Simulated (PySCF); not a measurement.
Isomers of C3H12FPSi3.

All values: PBE0/pcSseg-1 (PySCF) at GFN2-xTB geometries, gas phase, one conformer each.

**Question.** Rank by dipole moment, highest first.
A. `[F:1][C@@H:2]1[SiH2:3][CH2:4][SiH2:5][CH2:6][Si@@H:7]1[PH2:8]` with C6–Si7–P8–H -179° and 88°, F1–C2–Si3–C4 -177°, C2–Si3–C4–Si5 57°, Si3–C4–Si5–C6 -57°, C4–Si5–C6–Si7 54°
B. `[F:1][C@H:2]1[SiH2:3][CH2:4][Si@@H:5]([PH2:6])[CH2:7][SiH2:8]1` with C4–Si5–P6–H -73° and -166°, F1–C2–Si3–C4 65°, C2–Si3–C4–Si5 54°, Si3–C4–Si5–P6 -171°, C4–Si5–C7–Si8 53°
C. `[F:1][C@@H:2]1[CH2:3][CH2:4][SiH2:5][SiH2:6][Si@@H:7]1[PH2:8]` with Si6–Si7–P8–H 48° and -45°, F1–C2–C3–C4 -45°, C2–C3–C4–Si5 -78°, C3–C4–Si5–Si6 52°, C4–Si5–Si6–Si7 -30°
D. `[F:1][C@@H:2]1[CH2:3][CH2:4][SiH2:5][SiH2:6][Si@H:7]1[PH2:8]` with Si6–Si7–P8–H -160° and -68°, F1–C2–C3–C4 -47°, C2–C3–C4–Si5 -78°, C3–C4–Si5–Si6 57°, C4–Si5–Si6–Si7 -36°
E. `[F:1][C@@H:2]1[SiH2:3][CH2:4][SiH2:5][CH2:6][Si@H:7]1[PH2:8]` with C6–Si7–P8–H -177° and -84°, F1–C2–Si3–C4 -175°, C2–Si3–C4–Si5 56°, Si3–C4–Si5–C6 -56°, C4–Si5–C6–Si7 54°

**Answer.** A (2.32 D), E (2.08 D), B (1.91 D), C (1.33 D), D (0.75 D).

**Question.** Rank by the lowest Hirshfeld charge on any atom, lowest value first.
A. `[F:1][C@@H:2]1[CH2:3][CH2:4][SiH2:5][SiH2:6][Si@@H:7]1[PH2:8]` with Si6–Si7–P8–H 48° and -45°, F1–C2–C3–C4 -45°, C2–C3–C4–Si5 -78°, C3–C4–Si5–Si6 52°, C4–Si5–Si6–Si7 -30°
B. `[F:1][Si@@H:2]([SiH2:3][PH2:4])[CH:5]1[CH2:6][SiH2:7][CH2:8]1` with F1–Si2–Si3–P4 179°, Si2–Si3–P4–H 64° and 157°, F1–Si2–C5–C6 78°, Si2–C5–C6–Si7 135°, C5–C6–Si7–C8 -9°, C6–Si7–C8–C5 9°, Si2–C5–C8–Si7 -137°
C. `[F:1][SiH2:2][CH2:3][Si@H:4]([PH2:5])/[CH:6]=[CH:7]/[SiH3:8]` with F1–Si2–C3–Si4 177°, Si2–C3–Si4–P5 166°, C3–Si4–P5–H 73° and 166°, C3–Si4–C6–C7 111°

**Answer.** C (-0.252 e), B (-0.216 e), A (-0.160 e).

**Question.** Rank by HOMO energy, lowest first.
A. `[F:1][C@@H:2]1[SiH2:3][CH2:4][SiH2:5][CH2:6][Si@H:7]1[PH2:8]` with C6–Si7–P8–H -177° and -84°, F1–C2–Si3–C4 -175°, C2–Si3–C4–Si5 56°, Si3–C4–Si5–C6 -56°, C4–Si5–C6–Si7 54°
B. `[F:1][C@@H:2]1[CH2:3][CH2:4][SiH2:5][SiH2:6][Si@H:7]1[PH2:8]` with Si6–Si7–P8–H -160° and -68°, F1–C2–C3–C4 -47°, C2–C3–C4–Si5 -78°, C3–C4–Si5–Si6 57°, C4–Si5–Si6–Si7 -36°
C. `[CH2:1]=[CH:2][CH2:3][SiH2:4][P:5]([SiH3:6])[SiH2:7][F:8]` with C1–C2–C3–Si4 106°, C2–C3–Si4–P5 45°, C3–Si4–P5–Si6 66°, Si4–P5–Si7–F8 -51°

**Answer.** B (-7.57 eV), A (-7.44 eV), C (-7.27 eV).

All values together:

```csv
SMILES,μ (D),HOMO (eV),LUMO (eV),lowest IAO charge (e),highest IAO charge (e),lowest Hirshfeld charge (e),highest Hirshfeld charge (e)
F[C@@H]1[SiH2]C[SiH2]C[Si@H]1P,2.08,-7.44,0.01,-0.838 (C),+0.769 (Si),-0.252 (C),+0.342 (Si)
C=CC[SiH2]P([SiH3])[SiH2]F,0.76,-7.27,-0.49,-0.546 (F),+0.902 (Si),-0.210 (F),+0.361 (Si)
F[C@@H]1CC[SiH2][SiH2][Si@H]1P,0.75,-7.57,-0.65,-0.527 (C),+0.463 (Si),-0.160 (C),+0.247 (Si)
F[C@@H]1[SiH2]C[SiH2]C[Si@@H]1P,2.32,-7.41,0.17,-0.835 (C),+0.763 (Si),-0.252 (C),+0.336 (Si)
F[C@H]1[SiH2]C[Si@@H](P)C[SiH2]1,1.91,-7.39,0.12,-0.827 (C),+0.755 (Si),-0.250 (C),+0.331 (Si)
F[Si@@H]([SiH2]P)C1C[SiH2]C1,1.23,-7.52,-0.76,-0.543 (F),+0.949 (Si),-0.216 (F),+0.357 (Si)
F[SiH2]C[Si@H](P)/C=C\[SiH3],2.01,-7.56,-1.31,-0.850 (C),+1.095 (Si),-0.252 (C),+0.418 (Si)
F[C@H]1[SiH2]C[Si@H](P)C[SiH2]1,0.83,-7.41,0.26,-0.827 (C),+0.750 (Si),-0.250 (C),+0.329 (Si)
F[SiH2]C[Si@H](P)/C=C/[SiH3],1.84,-7.58,-1.03,-0.852 (C),+1.096 (Si),-0.252 (C),+0.425 (Si)
F[C@@H]1CC[SiH2][SiH2][Si@@H]1P,1.33,-7.27,-0.79,-0.528 (C),+0.462 (Si),-0.160 (C),+0.246 (Si)
```

Conformers: `[F:1][C@@H:2]1[SiH2:3][CH2:4][SiH2:5][CH2:6][Si@H:7]1[PH2:8]` with C6–Si7–P8–H -177° and -84°, F1–C2–Si3–C4 -175°, C2–Si3–C4–Si5 56°, Si3–C4–Si5–C6 -56°, C4–Si5–C6–Si7 54°; `[CH2:1]=[CH:2][CH2:3][SiH2:4][P:5]([SiH3:6])[SiH2:7][F:8]` with C1–C2–C3–Si4 106°, C2–C3–Si4–P5 45°, C3–Si4–P5–Si6 66°, Si4–P5–Si7–F8 -51°; `[F:1][C@@H:2]1[CH2:3][CH2:4][SiH2:5][SiH2:6][Si@H:7]1[PH2:8]` with Si6–Si7–P8–H -160° and -68°, F1–C2–C3–C4 -47°, C2–C3–C4–Si5 -78°, C3–C4–Si5–Si6 57°, C4–Si5–Si6–Si7 -36°; `[F:1][C@@H:2]1[SiH2:3][CH2:4][SiH2:5][CH2:6][Si@@H:7]1[PH2:8]` with C6–Si7–P8–H -179° and 88°, F1–C2–Si3–C4 -177°, C2–Si3–C4–Si5 57°, Si3–C4–Si5–C6 -57°, C4–Si5–C6–Si7 54°; `[F:1][C@H:2]1[SiH2:3][CH2:4][Si@@H:5]([PH2:6])[CH2:7][SiH2:8]1` with C4–Si5–P6–H -73° and -166°, F1–C2–Si3–C4 65°, C2–Si3–C4–Si5 54°, Si3–C4–Si5–P6 -171°, C4–Si5–C7–Si8 53°; `[F:1][Si@@H:2]([SiH2:3][PH2:4])[CH:5]1[CH2:6][SiH2:7][CH2:8]1` with F1–Si2–Si3–P4 179°, Si2–Si3–P4–H 64° and 157°, F1–Si2–C5–C6 78°, Si2–C5–C6–Si7 135°, C5–C6–Si7–C8 -9°, C6–Si7–C8–C5 9°, Si2–C5–C8–Si7 -137°; `[F:1][SiH2:2][CH2:3][Si@H:4]([PH2:5])/[CH:6]=[CH:7]\[SiH3:8]` with F1–Si2–C3–Si4 -176°, Si2–C3–Si4–P5 174°, C3–Si4–P5–H 78° and 171°, C3–Si4–C6–C7 -103°; `[F:1][C@H:2]1[SiH2:3][CH2:4][Si@H:5]([PH2:6])[CH2:7][SiH2:8]1` with C4–Si5–P6–H -84° and -177°, F1–C2–Si3–C4 65°, C2–Si3–C4–Si5 54°, Si3–C4–Si5–P6 72°, C4–Si5–C7–Si8 52°; `[F:1][SiH2:2][CH2:3][Si@H:4]([PH2:5])/[CH:6]=[CH:7]/[SiH3:8]` with F1–Si2–C3–Si4 177°, Si2–C3–Si4–P5 166°, C3–Si4–P5–H 73° and 166°, C3–Si4–C6–C7 111°; `[F:1][C@@H:2]1[CH2:3][CH2:4][SiH2:5][SiH2:6][Si@@H:7]1[PH2:8]` with Si6–Si7–P8–H 48° and -45°, F1–C2–C3–C4 -45°, C2–C3–C4–Si5 -78°, C3–C4–Si5–Si6 52°, C4–Si5–Si6–Si7 -30°.
